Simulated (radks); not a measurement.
Charge is removed step by step from the 5s1/2 level of Ir+, starting from [Xe] 4f14 5d7 6s1. All-electron calculation, Dirac Kohn-Sham, PBE, spin-unpolarised, spherical densities, point nucleus; open shells fill j = l - 1/2 first. Program: a radial shooting solver on a logarithmic mesh with Libxc functionals.

removed (e)	E - E(0) (eV)	eigenvalue (eV)	E minus straight line (eV)
0	0.000	-105.79	0.000
0.125	13.339	-107.64	-0.843
0.25	26.911	-109.52	-1.452
0.375	40.721	-111.44	-1.825
0.5	54.772	-113.38	-1.956
0.625	69.067	-115.35	-1.842
0.75	83.610	-117.35	-1.481
0.875	98.405	-119.37	-0.868
1	113.45	-121.42	0.000

Removing the whole electron costs 113.45 eV by Delta-SCF, against 105.79 eV from minus the eigenvalue at the starting occupation. Slater's transition state (half an electron removed) gives 113.38 eV. Integrating minus the eigenvalue over the occupation (Janak's theorem) gives 113.45 eV. The mean slope of the eigenvalue, de/dn, is 15.6 eV per electron.
